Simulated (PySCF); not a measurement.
# How methods differ on the excitation energy of Mo

Mo [Kr] 4d5 5s1 (7S) → Mo [Kr] 4d4 5s2 (5D), as a difference of total energies. Computed with PySCF 2.14 in aug-cc-pwCVTZ-PP with ECP28MDF, with scalar relativity through the core potential. Correlated levels: valence: 4s2 4p6 frozen; valence and next inner shell: nothing frozen outside the core potential. The calculations carry no spin-orbit coupling.

| method | excitation energy (eV) |
| --- | --- |
| UHF | 2.193 |
| LDA | 1.881 |
| PBE | 2.005 |
| PBE0 | 2.078 |
| r2SCAN | 2.320 |
| wB97X-V | 1.466 |
| TPSS | 1.954 |
| LC-wPBE | 2.061 |
| MP2 (valence) | 1.799 |
| SCS-MP2 (valence) | 1.021 |
| MP2 (valence and next inner shell) | 1.847 |
| SCS-MP2 (valence and next inner shell) | 1.220 |

Question: How much does correlation contribute at MP2 (valence and next inner shell)?

Answer: 1.847 − (2.193) = -0.346 eV, measured against UHF.
